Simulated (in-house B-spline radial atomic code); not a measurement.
How numerical settings move a run on Zn, [Ar] 3d10 4s2. Computed with an all-electron radial atomic-structure program (B-spline basis): non-relativistic Hartree-Fock, spin-polarised, averaged over the determinants with the given up and down occupations, point nucleus.

Command:
```bash
python run_scf.py task.json out
```
Settings of the sound reference run:
```
Z                30
electrons        30
configuration    [Ar] 3d10 4s2
hamiltonian      nr
method           hf
spin_polarised   True
knot_spacing     0.22
spline_order     8
gauss_points     12
box_radius       50
max_iterations   70
damping          0.5
damped_steps     3
diis_vectors     10
tolerance        1e-08
start            Thomas-Fermi
```

Time taken, with all properties: 0.11 s on 1 thread of Intel(R) Xeon(R) 6975P-C (shared host).

It converges in 10 iterations to -1777.848116 hartree, with 4s up at -7.95952 eV. The other runs change the listed settings, some to values that make no sense; their results aren't properties of the atom or ion. Radii are in bohr (the nuclear one in fm), a minus after a letter asks for a j subshell, and «unchanged» means within 1e-8 hartree. The run stops when the residual is below 10 × tolerance × max(1, Z/10), or a noise floor if that is larger, and the energy moves by less than 1e-8 × √|E| hartree; so very loose and very tight tolerances often act alike.

```tsv
changed settings	outcome
spline_order = 7, gauss_points = 8, max_iterations = 60, damped_steps = 30	converged in 21 iterations, energy +5.59e-08 hartree from the reference, 4s up level +3.3e-06 eV
damping = 0	converged in 11 iterations, energy unchanged, 4s up level +1.4e-06 eV
hamiltonian = dirac, method = revtpss,revtpss, spin_polarised = False, nucleus = fermi, rms_radius = 3.9283, mass_number = 64, atomic_mass = 63.92914, speed_of_light = 137.036	stopped with error: meta-GGAs are not served with the Dirac Hamiltonian
electrons = 31, configuration = [Ar] 3d10 4s2 5p-1, max_iterations = 100	stopped with error: j subshells need the Dirac Hamiltonian and l > 0
electrons = 33, configuration = [Ar] 3d10 4s2 5s3, max_iterations = 50	stopped with error: shell 5s holds at most 1 electrons (per spin)
box_radius = 5, max_iterations = 100, diis_vectors = 1, tolerance = 0.0001	not converged after 100 iterations, last residual 1.3e+00, last energy +3.60e+01 hartree from the reference
first_knot = 0.01, max_iterations = 75, damped_steps = 1	converged in 9 iterations, energy unchanged, 4s up level +2.1e-06 eV
max_iterations = 2	not converged after 2 iterations, last residual 7.1e-02, last energy +1.60e-01 hartree from the reference
gauss_points = 5, box_radius = 2, max_iterations = 60, damped_steps = 30, tolerance = 0.0001	converged in 9 iterations, energy +6.40e+00 hartree from the reference, 4s up level +7.4e+01 eV (the program warns: 4s up has a positive eigenvalue: unbound, held by the box; 3d up has a positive eigenvalue: unbound, held by the box)
max_iterations = 3	not converged after 3 iterations, last residual 1.6e-02, last energy +1.67e-03 hartree from the reference
damping = 0.2	converged in 11 iterations, energy unchanged, 4s up level -9.2e-07 eV
damping = 0.8	converged in 11 iterations, energy unchanged, 4s up level -6.8e-07 eV
```

Question: What happens with damping = 0.95?

Answer: Converged in 11 iterations, energy unchanged, 4s up level +1.0e-06 eV.

Question: What happens with max_iterations = 12?

Answer: Converged in 10 iterations, energy unchanged.

Question: What happens with max_iterations = 8?

Answer: Not converged after 8 iterations, last residual 5.1e-06, last energy +1.90e-09 hartree from the reference.

Question: What happens with gauss_points = 4?

Answer: Converged in 10 iterations, energy -5.90e-07 hartree from the reference.
